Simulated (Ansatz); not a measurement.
`BCC(C)[SiH3]` → `BC(C)[SiH3]` + `[CH2]` (triplet) at 298.15 K and 1 bar (formal loss of a carbene).

Computed with Ansatz on PBE0-D4/def2-TZVP structures; ΔE is electronic, products minus reactants. CCSD(T)/CBS is the MP2 limit (def2-TZVPP, def2-QZVPP) plus CCSD(T) − MP2 in def2-TZVPP, frozen cores. This one scheme is used for every species. Triplets are unrestricted, without spin–orbit coupling. Each species was taken in one conformer, which may not be the lowest.

```
          species  CCSD(T)/CBS energy (Eh)  H − E (kJ/mol)  S (J/(mol·K))
   `BCC(C)[SiH3]`               -434.62690           359.5          360.0
    `BC(C)[SiH3]`               -395.37408           284.7          337.5
`[CH2]` (triplet)                -39.09499            55.4          195.3
```

H − E and S are ideal-gas, rigid-rotor, harmonic terms from PBE0-D4/def2-TZVP, for one conformer and one mirror image of each species, with the whole ground term of open shells counted as degenerate. 1 Eh = 2625.50 kJ/mol, R = 8.31446 J/(mol·K).

**Question.** By hand: ΔE, ΔH, ΔS and ΔG.

**Answer.** ΔE = (-395.37408) + (-39.09499) − (-434.62690) = 0.15783 Eh = 414.4 kJ/mol. Δ(H − E) = 284.7 + 55.4 − 359.5 = -19.4, so ΔH = 395.0 kJ/mol. ΔS = 337.5 + 195.3 − 360.0 = 172.8 J/(mol·K). ΔG = 395.0 − 298.15 × (172.8)/1000 = 343.5 kJ/mol.

**Question.** By hand: the equilibrium constant, and the temperature at which ΔG would vanish if ΔH and ΔS stayed fixed.

**Answer.** log₁₀ K = −ΔG/(RT ln 10) = -60.2. ΔG = 0 at ΔH/ΔS = 2286 K.

The number of gas molecules changes by +1, which sets the sign of ΔS. A doubt of 5 kJ/mol in ΔE shifts log₁₀ K by 0.9 here. Other conformers and mirror images would add mixing entropy, several J/(mol·K) or more a flexible species. Modes under 60 cm⁻¹, often nearly free rotors, make the harmonic entropy too high. A triplet takes part, so the spin changes. These are equilibria of isolated gas molecules and say nothing of rates. Largest T1 diagnostic: 0.011 (customary marks: 0.02 for closed shells, 0.045 for open ones).
